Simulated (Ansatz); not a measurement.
# One elementary step

Start structure (C$_{2}$H$_{7}$In, singlet), relaxed at PBE0-D4/def2-TZVP:

```xyz
10
angstrom
In -0.4061 -0.4400 -0.4977
H -1.2972 -1.4182 -1.6234
C -0.4150 1.7058 -0.7284
H -0.0481 1.9770 -1.7209
C 0.6976 -1.3921 1.0938
H -1.4367 2.0838 -0.6438
H 0.2042 2.1963 0.0231
H 0.1062 -2.1867 1.5521
H 0.9931 -0.6763 1.8616
H 1.6020 -1.8497 0.6838
```

The step: C₂H₇In ([CH3][InH][CH3]) → C₂H₅In ([CH2][In][CH3]) + H₂; bonds formed: H2–H4; bonds broken: In1–H2, C3–H4. Computed with Ansatz 0.2.0 (basis: def2-TZVPP and def2-QZVPP); correlated methods freeze the cores. Filled d shells of the heavier atoms are correlated. Core potentials replace the inner electrons of the atoms past krypton. The def2 sets are not built for correlating such inner shells, so the correlated values are less sure here. Extrapolation: Hartree–Fock as exp(−7.88 √X), correlation as X^−2.97. Energies below are by CCSD(T) at an estimated basis limit (MP2 extrapolated from triple and quadruple zeta, plus CCSD(T) − MP2 in triple zeta).

(1) What are the electronic barrier and the energy of the step, from the start structure to the end structure? (Judge from chemistry; the value comes from the calculation.)

The T1 diagnostic stays at or below 0.017. The restricted Hartree–Fock reference is unstable towards an unrestricted one at one or more of these structures.

Answers

(1) The calculation gives: Barrier 304.2 kJ/mol; step energy 217.0 kJ/mol (uphill); reverse barrier, their difference, 87.2 kJ/mol. Barrier and step energy count from the start structure, the reverse barrier from the end structure.

The saddle point: One imaginary mode of 1443i cm⁻¹.
```tsv
pair	start (Å)	saddle (Å)	end (Å)
H2–H4	3.62	0.99	0.75
In1–H2	1.74	2.15	2.92
C3–H4	1.09	1.56	2.99
```

Zero-point energy (harmonic, PBE0-D4): ZPE is 199.5 kJ/mol at the start and 186.2 kJ/mol at the saddle, so the barrier goes from 304.2 to 291.0 kJ/mol.

Labels in which every atom is bracketed show which atoms are joined, not bond orders.

For scale, one of the runs: CCSD(T)/def2-TZVPP, 210 basis functions, launched by `ansatz run in.yaml --threads 4 --pin off --events-out ev --progress --plain --max-ram 9574MiB`. The run took 71 s on 4 CPU threads of an Arm Neoverse V2 (shared host), with 3.2 GiB of host memory at its peak.
